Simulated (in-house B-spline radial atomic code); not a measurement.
Configurations of Rb³⁺, with energies counted from [Ar] 3d10 4s2 4p4. Level of theory: scalar-relativistic (X2C) PBE, spin-polarised, spherical fractional occupations, Fermi nucleus of rms radius 4.2036 fm; calculated with a radial B-spline atomic code at the basis-set limit. Shells without spins written out take the highest spin.

Occupations are held fixed; configurations that lie above the ionisation limit could autoionise.

```tsv
configuration	E - E(ref) (eV)	highest orbital	its <r> (bohr)
[Ar] 3d10 4s2 4p3 5s1	24.348	5s up	3.112
[Ar] 3d10 4s1 4p4 4d1	38.116	4d up	2.074
[Ar] 3d10 4s1 4p4 5s1	42.178	5s up	3.096
[Ar] 3d10 4s1 4p4 5f1	59.493	5f up	6.645
[Ar] 3d9 4s2 4p4 5d1	138.44	5d up	4.522
[Ar] 3d(5 up, 4 down) 4s2 4p(1 up, 3 down) 5f(0 up, 1 down)	144.81	5f down	6.61
[Ne] 3s2 3p5 3d10 4s2 4p4 5d1	259.27	5d up	4.524
```

Task: Order these further configurations by energy, lowest first.
A. [Ar] 3d10 4s2 4p(1 up, 2 down) 4d(1 up, 0 down)
B. [Ar] 3d10 4s2 4p3 5d1
C. [Ne] 3s2 3p(2 up, 3 down) 3d10 4s2 4p(3 up, 1 down) 5p(1 up, 0 down)
D. [Ne] 3s2 3p(3 up, 2 down) 3d10 4s2 4p(3 up, 1 down) 4d(0 up, 1 down)
E. [Ne] 3s2 3p5 3d10 4s2 4p4 5p1

Result: A (24.627 eV), B (35.848 eV), D (244.75 eV), E (252.46 eV), C (252.84 eV).

Task: How far above the reference does [Ne] 3s2 3p5 3d10 4s2 4p4 4d1 lie?

Result: 243.03 eV; its least bound orbital is 4d up with <r> = 2.004 bohr.

Task: How far above the reference does [Ar] 3d10 4s1 4p4 5d1 lie?

Result: 53.75 eV; its least bound orbital is 5d up with <r> = 4.607 bohr.
